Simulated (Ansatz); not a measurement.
Reaction (redistribution): `[F][GeH2][SiH2]S` + `O[SiH2]O[SiH2][SiH3]` → `[SiH3][SiH2]O[SiH2]S` + `O[SiH2][GeH2][F]`

Isolated molecules relaxed with PBE0-D4/def2-TZVP in Ansatz; ΔE leaves out vibrations. CCSD(T)/CBS adds triple-zeta CCSD(T) − MP2 to the extrapolated MP2 energy (def2 sets, frozen cores). DFT in def2-TZVPP. B3LYP here is the variant with VWN-RPA as its local correlation; programs differ in this. For Ge outer-core shells are correlated without core-valence functions, which leaves a few kJ/mol of doubt a bond. Scalar relativity is left out up to krypton. One conformer a species, not always the lowest.

`[F][GeH2][SiH2]S`:

Z-matrix (Å, degrees):
```
Ge
Si 1 2.389
F 1 1.748 2 106.9
H 1 1.541 2 113.2 3 115.8
H 1 1.540 2 114.7 3 -116.5
S 2 2.137 1 111.5 3 -65.3
H 2 1.489 1 108.5 3 170.8
H 2 1.483 1 110.0 3 51.1
H 6 1.344 2 94.8 1 -58.6
```

`O[SiH2]O[SiH2][SiH3]`:

```xyz
13

O    -0.355    2.684   -0.353
Si   -1.328    1.426    0.039
O    -0.968    0.076   -0.802
Si    0.172   -1.100   -0.958
Si    1.345   -1.447    1.044
H    -0.466    3.095   -1.212
H    -1.088    1.196    1.482
H    -2.746    1.736   -0.263
H     1.124   -0.720   -2.038
H    -0.518   -2.351   -1.372
H     2.363   -2.512    0.828
H     0.426   -1.880    2.132
H     2.039   -0.203    1.474
```

`[SiH3][SiH2]O[SiH2]S`:

```xyz
13

Si   -0.327   -1.407   -1.712
Si   -0.103    0.856   -1.137
O    -0.553    1.137    0.426
Si   -0.318    0.505    1.911
S     1.660   -0.243    2.179
H    -1.745   -1.842   -1.580
H     0.101   -1.598   -3.125
H     0.516   -2.261   -0.833
H     1.306    1.293   -1.335
H    -0.976    1.697   -1.997
H    -0.613    1.573    2.889
H    -1.181   -0.684    2.112
H     2.232    0.973    2.201
```

`O[SiH2][GeH2][F]`:

Cartesian coordinates in Å:
```
O 0.421 1.453 1.244
Si -0.823 0.731 0.446
Ge 0.253 -1.025 -0.784
F 1.907 -0.712 -0.236
H 1.288 1.067 1.087
H -1.503 1.691 -0.460
H -1.826 0.191 1.399
H -0.031 -2.482 -0.378
H 0.314 -0.914 -2.317
```

| level | ΔE (kJ/mol) |
| --- | --- |
| B3LYP-D4 | 11.8 |
| SCS-MP2/def2-QZVPP | 15.5 |
| HF/CBS(def2) | 21.7 |
| MP2/CBS(def2) | 13.8 |

**Question.** What does CCSD(T)/CBS give? (Best estimate.)

**Answer.** Ansatz gave: +14.3 kJ/mol. The listed levels differ from it by -2.5, 1.2, 7.4, -0.5 kJ/mol.

Largest T1 diagnostic among the species: 0.012.

The D4 term adds −3.5 kJ/mol with B3LYP and −1.9 kJ/mol with PBE0; it sums over pairs of atoms, weighted by their polarisabilities, and B3LYP, whose exchange is more repulsive, gets the larger term. In def2-TZVPP, CCSD(T) changes the Hartree–Fock value by −5.1 kJ/mol (the triples alone add −1.0 kJ/mol) and MP2 by −5.6 kJ/mol.
